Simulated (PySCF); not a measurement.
A run for PySCF: R-B3LYP/6-31G* on C2H2 (SMILES C#C) with ghost functions, monomers drawn apart or pushed together.

```python
from pyscf import gto, scf, dft, mp
from pyscf.data.elements import chemcore

mol = gto.M(
    atom='''
    C    -0.04712003    0.55655918   -0.60178301
    C     0.31038455   -0.19620092    0.26016653
    H    -0.35388448    1.20804615   -1.38341801
    H     0.60596973   -0.83132838    1.06888205
    ghost-N   -0.60131411    0.79765827    5.06667827
    ghost-C   -0.04007154   -0.28210741    5.65356656
    ghost-O    0.51187586   -1.19111022    5.06700340
    ghost-H   -0.58137358    0.89465847    4.06169401
    ghost-H   -1.04111341    1.51152085    5.61962672
    ghost-H   -0.13082382   -0.26465072    6.75406846
    ''',
    basis='6-31g*',
    cart=True,
    charge=0, spin=0, verbose=3, max_memory=1800)
mf = dft.RKS(mol, xc='b3lyp')
mf.conv_tol = 1e-8
mf.max_cycle = 100
mf.kernel()
if not mf.converged:
    mf = mf.newton().run(mf.mo_coeff, mf.mo_occ)
```

Give the final energy of this run.

-77.3256 hartree.
